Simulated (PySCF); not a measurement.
**Cr: ionisation energy**

Cr [Ar] 3d5 4s1 (7S) → Cr⁺ [Ar] 3d5 (6S), as a difference of total energies. All numbers are calculated (PySCF 2.14, the non-relativistic Hamiltonian (point nucleus), in cc-pVDZ (6s5p3d1f, 43 functions)). Correlated levels: valence: [Ar] frozen. The calculations carry no spin-orbit coupling.

```csv
method,ionisation energy (eV)
UHF,5.911
TPSS,7.028
M06-L,6.725
MP2 (valence),6.322
SCS-MP2 (valence),6.048
```

Problem. How much does correlation contribute at MP2 (valence)?

Solution. 6.322 − (5.911) = 0.411 eV, measured against UHF.

These non-relativistic numbers lack the scalar-relativistic shift.

Errors of the correlated levels include the incompleteness of this basis and the frozen core.

For comparison: 6.767 eV (measured; NIST Atomic Spectra Database, ionization energies).
